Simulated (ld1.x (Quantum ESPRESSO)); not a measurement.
## PW91 ultrasoft dataset for Zr, scalar-relativistic all-electron reference.

```
Element                 : zirconium (Zr)
Generator               : ld1.x (Quantum ESPRESSO) 7.5
Type                    : ultrasoft
Functional              : PW91
Relativity              : scalar-relativistic
Frozen core             : [Ar] 3d10
Valence charge          : 12
Reference configuration : 4s2 4p6 4d2 5s2 5p0
Partial waves           : 4s (bound): rcut 1.75, rcutus 1.85 bohr; 5s (bound): rcut 1.75, rcutus 1.85 bohr; 4p (bound): rcut 1.90, rcutus 2.10 bohr; 5p (bound, empty): rcut 1.90, rcutus 2.10 bohr; 4d (bound): rcut 1.35, rcutus 1.70 bohr; 4d channel at 0.8 Ry: rcut 1.35, rcutus 1.70 bohr
Local potential         : all-electron potential smoothed inside 1.35 bohr (lloc = -2)
Core correction         : a·sin(br)/r model core, default radius (core density twice the valence density)
Augmentation charge     : built from norm-conserving waves at rcut, not smoothed further
```

Poles of the logarithmic derivatives, all-electron (AE) and pseudo (PS). s: poles at -3.8 (AE) and -5.0, -3.9 (PS) Ry. p: poles at -2.0 (AE) and -2.2, -1.4 (PS) Ry. d: poles at 1.0 (AE) and 0.8 (PS) Ry. Test radius 2.29 bohr.

* Configuration tests: test run stopped at test 1 of 7 (negative rho)
* Lowest eigenvalue of the overlap operator: 0.11 (s channel)

A Bessel basis up to 400 Ry misses an occupied level by 1.71 Ry, so cutoffs and ghosts were not judged. The potential misses its own reference levels by up to 2.6 eV, so it is not fit for use.
